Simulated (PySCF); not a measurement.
C7H5NOS, SMILES c1coc(-c2nccs2)c1. The structure is a stationary point at B3LYP-D3(BJ)/def2-SVP. The values are those of a single conformer.

Computed equilibrium geometry at B3LYP-D3(BJ)/def2-SVP (PySCF confirms it by a frequency run) as bond lengths and angles, and its point group (one conformer of several):
point group Cs.
Atoms: C1 C2 O3 C4 C5 N6 C7 C8 S9 C10 H11 H12 H13 H14 H15. Bonded distances (Å): C1–C2 1.369, C1–C10 1.430, C1–H11 1.088, C2–O3 1.357, C2–H12 1.086, O3–C4 1.363, C4–C5 1.444, C4–C10 1.375, C5–N6 1.309, C5–S9 1.761, N6–C7 1.366, C7–C8 1.372, C7–H13 1.091, C8–S9 1.731, C8–H14 1.088, C10–H15 1.086. Angles (°): C2–C1–C10 106.2, C2–C1–H11 126.5, C10–C1–H11 127.3, C1–C2–O3 110.3, C1–C2–H12 133.6, O3–C2–H12 116.1, C2–O3–C4 107.5, O3–C4–C5 118.1, O3–C4–C10 109.9, C5–C4–C10 132.1, C4–C5–N6 124.3, C4–C5–S9 121.4, N6–C5–S9 114.4, C5–N6–C7 111.2, N6–C7–C8 115.9, N6–C7–H13 119.6, C8–C7–H13 124.5, C7–C8–S9 110.0, C7–C8–H14 128.6, S9–C8–H14 121.4, C5–S9–C8 88.6, C1–C10–C4 106.1, C1–C10–H15 128.6, C4–C10–H15 125.3.
